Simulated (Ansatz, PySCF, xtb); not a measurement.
Diatomic AuF, closed-shell singlet (lowest of 2S+1 = 1, 3 at CCSD(T)/def2-TZVPP on PBE0 minima; our sources give no spin for the ground state, which may be another). No spin–orbit coupling.

Constants: fifth-degree fit in 1/R to seven points, most abundant isotopes. In def2 and cc sets the state is the lowest found near the PBE0 minimum, followed along R. The singlet is held restricted. HF and MP2 rows in def2 and cc sets belong to the determinant that coupled cluster picked by its CCSD energy.

Correlated levels freeze the inner cores; with def2 sets outer-core shells near the valence are correlated too. CBS(a, b) extrapolates the correlation energy as X⁻³ and adds the Hartree–Fock energy of set b. Rows in LANL2DZ carry no dispersion term and start afresh at each structure. LANL2DZ brings its own core potentials from Na on.

Run with Ansatz (Gaussian orbitals); PySCF for LANL2DZ rows; xtb for the GFN methods. Each number belongs to the level named beside it. In def2 rows elements past Kr take small-core potentials, without spin–orbit coupling.

```tsv
level	r_e (Å)	ω_e (cm⁻¹)	ω_e x_e (cm⁻¹)	dipole (D)
GFN1-xTB	1.888	495	2.2	-
B3LYP/LANL2DZ	1.993	509	3.0	4.44
BHLYP/def2-TZVPP	1.945	547	2.6	4.88
wB97M-V/def2-TZVPP	1.949	543	2.4	4.68
B2PLYP/def2-TZVPP	1.941	544	2.8	-
MP2/def2-QZVPP	1.900	(withheld)	2.8	-
CCSD/def2-TZVPP	1.934	565	2.7	-
CCSD(T)/CBS(def2-TZVPP, def2-QZVPP)	(withheld)	(withheld)	3.0	-
```

### Question
Some entries are withheld; supply them.

### Answer

- CCSD(T)/CBS(def2-TZVPP, def2-QZVPP), r_e (Å): 1.920
- CCSD(T)/CBS(def2-TZVPP, def2-QZVPP), ω_e (cm⁻¹): 571
- MP2/def2-QZVPP, ω_e (cm⁻¹): 593

Ansatz is an electronic-structure program.
